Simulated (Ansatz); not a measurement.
Gas-phase electronic energies from Ansatz, PBE0-D4/def2-TZVP geometries. CCSD(T)/CBS is the MP2 limit (def2-TZVPP, def2-QZVPP) plus CCSD(T) − MP2 in def2-TZVPP, frozen cores. This one scheme is used for every species. DFT in def2-TZVPP. For Ge outer-core shells are correlated without core-valence functions, which leaves a few kJ/mol of doubt a bond. Scalar relativity is left out up to krypton.

`C[SiH](C)[GeH3]` + H₂ → `C[SiH2][GeH3]` + CH₄  (hydrogenolysis of the Si–C bond)

| level | ΔE (kJ/mol) |
| --- | --- |
| r2SCAN-D4 | -25.4 |
| ωB97X-V | -29.0 |
| B2PLYP | -33.7 |
| r2SCAN | -27.3 |
| MP2/def2-TZVPP | -22.3 |
| SCS-MP2/def2-TZVPP | -28.8 |
| MP2/def2-QZVPP | -20.8 |
| SCS-MP2/def2-QZVPP | -27.4 |

Q: What does CCSD(T)/CBS give? (An estimate is asked.)

A: The calculation gave: -25.5 kJ/mol. The listed levels differ from it by 0.1, -3.5, -8.2, -1.8, 3.2, -3.3, 4.7, -1.9 kJ/mol.

Largest T1 diagnostic among the species: 0.011.

The D4 term adds +10.2 kJ/mol with B3LYP and +5.7 kJ/mol with PBE0; it sums over pairs of atoms, weighted by their polarisabilities, and B3LYP, whose exchange is more repulsive, gets the larger term. In def2-TZVPP, CCSD(T) changes the Hartree–Fock value by +23.1 kJ/mol (the triples alone add +4.2 kJ/mol) and MP2 by +29.0 kJ/mol.

B3LYP here is the variant with VWN-RPA as its local correlation; programs differ in this.
